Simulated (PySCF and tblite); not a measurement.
**Conformer ensemble of C₇H₁₁N, numbered as in [N:1]#[C:2][CH:3]1[CH2:4][CH2:5][CH2:6][CH2:7][CH2:8]1**

Level: PBE0-D3(BJ)/def2-TZVP//PBE0-D3(BJ)/def2-SVP, thermal terms from GFN2-xTB, symmetry numbers and mirror pairs counted. Conformers within 4 kcal/mol (GFN2-xTB free energy) were kept, 5 at most. GIAO shieldings: PBE0/pcSseg-1. Shifts are against TMS (¹H), TMS (¹³C), NH3 (¹⁵N) at the same level; of two unlike H on one atom, a is the less shielded. (PySCF 2.14, tblite 0.8.)

The 6-ring runs over atoms 3–4–5–6–7–8.

| conformer | shape | symmetry | E(GFN2) kcal/mol | E(DFT) kcal/mol | G(298.15 K) kcal/mol | weight % | dipole D |
| --- | --- | --- | --- | --- | --- | --- | --- |
| 1 | 6-ring chair (all substituents equatorial) | Cs | 0.03 | 0.04 | 0.00 | 52.9 | 4.54 |
| 2 | 6-ring chair (C2 axial) | Cs | 0.00 | 0.00 | 0.07 | 47.1 | 4.11 |

Weights (%) against temperature:

```csv
T (K),1,2,S(mix) cal/mol/K
220,52.3,47.7,1.38
260,52.6,47.4,1.38
298.15,52.9,47.1,1.37
340,53.1,46.9,1.37
380,53.3,46.7,1.37
```

Averaged shifts at 298.15 K. ¹H: 2.13 (H3, 1H), 1.70 (H5a/H7a, 2H), 1.57 (H4a/H8a, 2H), 1.50 (H4b/H8b, 2H), 1.37 (H6a, 1H), 1.32 (H6b, 1H), 1.27 (H5b/H7b, 2H) ppm. ¹³C: 127.4 (C2), 32.0 (C4/C8), 28.3 (C3), 27.6 (C6), 25.9 (C5/C7) ppm. ¹⁵N: 303.0 (N1) ppm.

Coordinates of conformer 1 (Å):

```xyz
19

N     3.619    0.037   -1.019
C     2.578    0.021   -0.514
C     1.254    0.001    0.103
C     0.471   -1.259   -0.297
C    -0.908   -1.271    0.351
C    -1.694   -0.005    0.027
C    -0.914    1.246    0.418
C     0.464    1.277   -0.230
H     1.417   -0.027    1.196
H     0.370   -1.274   -1.397
H     1.044   -2.158   -0.021
H    -1.463   -2.165    0.026
H    -0.792   -1.359    1.447
H    -2.672   -0.021    0.534
H    -1.905    0.024   -1.057
H    -0.799    1.277    1.517
H    -1.474    2.154    0.141
H     0.363    1.349   -1.327
H     1.033    2.162    0.093
```

Unscaled ¹⁵N shifts at such levels can be off by tens of ppm; differences between conformers or isomers are more reliable. Shifts are unscaled: against experiment ¹³C can be off by 15 ppm or more and ¹H by 0.8 ppm.

Search and properties took 2.4 min on 1 thread of Arm Neoverse V1 (shared host) (rough), launched as `OMP_NUM_THREADS=1 python ens_run.py task.json out`.


¹⁵N shifts are against a computed isolated NH3 molecule, about 20 ppm from the liquid.